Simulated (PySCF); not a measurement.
# Computed properties of CH7NOSi2, SMILES [SiH2]1O[SiH2]CN1

CH7NOSi2, SMILES C1N[SiH2]O[SiH2]1. Coordinates come from a PBE0-D3(BJ)/def2-SVP optimisation. This is a generated structure with no PubChem entry under its InChIKey; it may be hypothetical. The values are those of a single conformer. All values are computed for the isolated molecule unless a solvent is named; none is compared with measurement here.

**Structure.** All 30 harmonic modes at PBE0-D3(BJ)/def2-SVP (PySCF) are real, so it is a minimum. With heavy atoms numbered as in [CH2:1]1[NH:2][SiH2:3][O:4][SiH2:5]1, the shortest bond between them is C1–N2 at 1.456 Å and the longest C1–Si5 at 1.910 Å.

**Vibrations.** The strongest infrared lines (harmonic, unscaled, degenerate partners summed) lie at 960 cm⁻¹ (448 km/mol, H 64 %, Si 23 %, O 11 %), 981 cm⁻¹ (220 km/mol, O 58 %, H 25 %, Si 16 %), 2240 cm⁻¹ (196 km/mol, H 96 %). The softest mode is at 77 cm⁻¹ and the zero-point energy is 52.6 kcal/mol.

**Electronic structure.** r2SCAN/def2-TZVP (PySCF) places the frontier levels at -5.77 and -0.30 eV, a gap of 5.47 eV, and gives a dipole moment of 2.10 D and a mean polarisability of 68.4 bohr³. PBE/def2-TZVP (PySCF) at the same geometry gives -5.50 and -0.72 eV, so its gap is 0.69 eV narrower. An orbital gap is neither the optical nor the fundamental gap.

**Excitations.** TDA-B3LYP/def2-SVPD (PySCF) has S1 at 5.56 eV (223 nm, f = 0.002, weak); the most intense of the 10 singlets computed lies at 6.06 eV (f = 0.01). T1 (TDA) is at 5.41 eV, 0.15 eV under S1. TDA-PBE/def2-SVPD (PySCF) puts S1 at 4.82 eV. No vertical singlet excitation falls in the visible range (under 3.1 eV).

**NMR.** GIAO shifts at PBE0/pcSseg-1 (PySCF) (non-relativistic, atoms alike by connectivity averaged): ¹³C at 28.4 ppm against TMS; ¹H from 0.2 to 5.6 ppm against TMS; ²⁹Si from -12.6 to -3.3 ppm against TMS.

**Solvation.** SMD-PBE0/def2-SVP (PySCF) gives -0.6 kcal/mol in water, -2.4 kcal/mol in cyclohexanone, -2.2 kcal/mol in benzene (1 M in both phases, gas-phase geometry).
